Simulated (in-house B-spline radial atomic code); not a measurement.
Sc V (Sc4+): [Ne] 3s2 3p5

Computed with a B-spline radial code for spherical atoms: non-relativistic PBEsol, spin-polarised, spherical fractional occupations, point nucleus.

Effective charges: Z_r = [3n² - l(l+1)]/(2<r>) from the radius, Z_e = n√(-2ε) from the energy, and Slater's rules. Values are occupation-weighted means over spin.

| shell | electrons | ε (eV) | <r> (bohr) | Z_r | Z_e | Slater |
| --- | --- | --- | --- | --- | --- | --- |
| 1s | 2 | -4422 | 0.07366 | 20.36 | 18.03 | 20.70 |
| 2s | 2 | -525.1 | 0.3461 | 17.34 | 12.42 | 16.85 |
| 2p | 6 | -443.73 | 0.3084 | 16.21 | 11.42 | 16.85 |
| 3s | 2 | -104.73 | 1.038 | 13.00 | 8.32 | 10.10 |
| 3p | 5 | -83.335 | 1.09 | 11.46 | 7.42 | 10.10 |

The least bound orbital is 3p down at -82.43 eV, and it is also the most diffuse (<r> = 1.093 bohr).

The density falls to 0.001 bohr⁻³ at 2.588 bohr; Σ<r²> = 10.381 bohr² gives, by the non-relativistic formula and without the paramagnetism of open shells, a Langevin diamagnetic susceptibility of -8.221×10⁻⁶ cm³/mol.
